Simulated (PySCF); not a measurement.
NMR data simulated for an unnamed compound:

¹H NMR (400 MHz, computed): δ 6.97 (m, 1H), 6.24 (d, 1H), 5.19 (d, 2H), 3.82 (t, 2H), 1.83 (m, 2H), 0.97 (t, 3H).

¹³C{¹H} NMR (computed): δ 159.1 (CH), 124.5 (CH), 122.7 (C), 70.2 (CH2), 30.3 (CH2), 11.0 (CH3).

- structure optimised with GFN2-xTB
- shieldings: GIAO PBE0/pcSseg-1
- code: PySCF 2.14
- one conformer, relativity neglected, averaged over atoms made equivalent by symmetry, fast rotation or ring inversion, gas phase

Chemical shifts δ = σref − σ; TMS for ¹H (σref 31.72), ¹³C (σref 186.93), all at this level.

Task: Which of these does the molecule contain: a Si–H bond, an ester, a non-aromatic C=C double bond, a benzene ring, a nitrile, a (CH3)2CH unit?

Result: 
- A Si–H bond: yes (δH 5.19 (d)).
- An ester: no.
- A non-aromatic C=C double bond: yes.
- A benzene ring: no.
- A nitrile: yes (δC 122.7).
- A (CH3)2CH unit: no.

The data belong to `[SiH2](OCCC)/C=C/C#N`, C₆H₁₁NOSi; they needn't prove each group on their own.

Carbon signals by region: 3 in the sp2 and nitrile region (100–160 ppm), 1 at 50–100 ppm, 2 below 50 ppm.

Shifts are as computed. Against solution values, carbons near 30 ppm lie about +3 ppm off and those near 130 ppm about +5 ppm. Of 1211 compounds with measured shifts, 218 miss one by over three times the rms of a fit or turn the order of signals round; such compounds aren't used in these exercises. No couplings were computed; multiplicities are counted from neighbouring protons, with m where these are inequivalent, close in shift, in a saturated or five-membered ring or joined by F or P, and br s for small geminal =CH2 splittings.
